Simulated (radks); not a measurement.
The numbers below are computed, except where a source is named.
Initial-state core-level shifts of the iron ion Fe+ when its valence configuration changes from [Ar] 3d6 4s1. Level of theory: scalar-relativistic Kohn-Sham, PBEsol, spin-polarised, spherical densities, finite nucleus; open shells are filled with parallel spins first; Fermi nuclear charge, rms radius 3.7377 fm (a radial shooting solver on a logarithmic mesh with Libxc functionals). Shifts are changes of the shell-averaged eigenvalues in eV (positive: less bound); the change of the density at the nucleus, which sets a Mossbauer isomer shift, is in e/bohr^3, on a base of 1.518e+04.

[
 {"valence": "3d6.5 4s0.5", "2s": "+3.017", "2p": "+2.984", "3s": "+2.652", "3p": "+2.566", "density at nucleus": "-4.943"},
 {"valence": "3d7", "2s": "+5.660", "2p": "+5.597", "3s": "+5.038", "3p": "+4.877", "density at nucleus": "-9.171"},
 {"valence": "3d6 4p1", "2s": "-1.358", "2p": "-1.361", "3s": "-1.455", "3p": "-1.455", "density at nucleus": "-7.997"},
 {"valence": "3d5.5 4s1.5", "2s": "-3.496", "2p": "-3.463", "3s": "-3.051", "3p": "-2.962", "density at nucleus": "+5.002"},
 {"valence": "3d5 4s2", "2s": "-7.317", "2p": "-7.249", "3s": "-6.294", "3p": "-6.105", "density at nucleus": "+10.731"},
 {"valence": "3d6 4s0.5 4p0.5", "2s": "-0.686", "2p": "-0.687", "3s": "-0.734", "3p": "-0.734", "density at nucleus": "-3.961"},
 {"valence": "3d5 4s1 4p1", "2s": "-8.488", "2p": "-8.412", "3s": "-7.410", "3p": "-7.202", "density at nucleus": "+3.381"},
 {"valence": "3d5.5 4s0.5 4p1", "2s": "-4.749", "2p": "-4.714", "3s": "-4.330", "3p": "-4.231", "density at nucleus": "-2.735"},
 {"valence": "3d4 4s1 4p2", "2s": "-19.162", "2p": "-18.983", "3s": "-16.245", "3p": "-15.771", "density at nucleus": "+7.908"}
]
